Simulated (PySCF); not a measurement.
# Two-dimensional NMR puzzle

Compound of formula C₅H₈O₂. Correlations simulated from computed shifts and the bond graph:

HSQC (one-bond C–H):
```tsv
δH	δC
5.77	102.4
4.37	65.4
```

COSY cross peaks (H two or three bonds apart, from the bond graph; peaks can be absent where the dihedral angle is near 90°):
```tsv
δH	δH
5.77	4.37
```

HMBC (two and three bonds, from the bond graph):
```tsv
δH	δC
5.77	214.5, 102.4, 65.4
4.37	214.5, 102.4
```

Carbons without hydrogens: δ 214.5.

In vacuum, single conformer, one averaged value for each set of equivalent atoms, non-relativistic Hamiltonian. GFN2-xTB geometry; shieldings: GIAO PBE0/pcSseg-1; PySCF 2.14.0 with density-fitted response routines.

Scale: 1H (σ = 31.72 ppm), 13C (σ = 186.93 ppm) vs TMS (reference shieldings calculated alike).

Exchangeable hydrogens are left out of these lists.

Q: Work out the connectivity.

A: `OCC=C=CCO`.

Numbering as in the mapped SMILES `[OH:1][CH2:2][CH:3]=[C:4]=[CH:5][CH2:6][OH:7]`. Each H is labelled by its parent atom.

1. δC 214.5 is C4, a central carbon of an allene.
2. δC 102.4 is C3/C5, a terminal carbon of a cumulated C=C=C unit (δH 5.77).
3. δC 65.4 is C2/C6, an allylic sp3 CH2 bonded to O (δH 4.37).
4. HMBC from δH 5.77 reaches the proton-free carbon C4.
5. HMBC from δH 4.37 reaches the proton-free carbon C4.
6. COSY links 5.77–4.37.

The shifts were computed for this structure.

OH and NH positions are those of a molecule without intermolecular hydrogen bonds; in solution they move with solvent, concentration and temperature, and exchange usually removes their couplings. Shifts are as computed. Against solution values, carbons near 30 ppm lie about +3 ppm off and those near 130 ppm about +5 ppm. Of 1211 compounds with measured shifts, 218 miss one by over three times the rms of a fit or turn the order of signals round; such compounds aren't used in these exercises.
